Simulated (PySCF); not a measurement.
## Fluorine: a sound run and one with changed settings

Sound run: F²⁺ [He] 2s2 2p3, F³⁺ [He] 2s2 2p2. Calculation: PySCF 2.14, in aug-cc-pVDZ-DK; the spin-free X2C one-electron Hamiltonian (Gaussian nucleus). In the sound run the correlated levels freeze 1s2. The sound run starts from symmetry-adapted Hartree-Fock orbitals and uses a fine grid where one is needed.

Changed run: a valence shell is frozen. This setting is unsound on purpose.

```
species   method  sound run (hartree)  changed run (hartree)  converged
    F²⁺      MP2            -97.73404              -97.67923        yes
    F²⁺  CCSD(T)            -97.74904              -97.68189        yes
    F³⁺      MP2            -95.43560              -95.38158        yes
    F³⁺  CCSD(T)            -95.45928              -95.38239        yes
```

Ionisation energy of F²⁺:

| method | sound run (eV) | changed run (eV) |
| --- | --- | --- |
| UHF | 62.220 | 62.220 |
| MP2 | 62.544 | 62.522 |
| SCS-MP2 | 62.362 | 62.321 |
| CCSD | 62.308 | 62.571 |
| CCSD(T) | 62.307 | 62.572 |

Freezing a valence shell removes pair correlation that changes on ionisation.

For comparison, NIST gives 62.708 eV between the lowest levels.
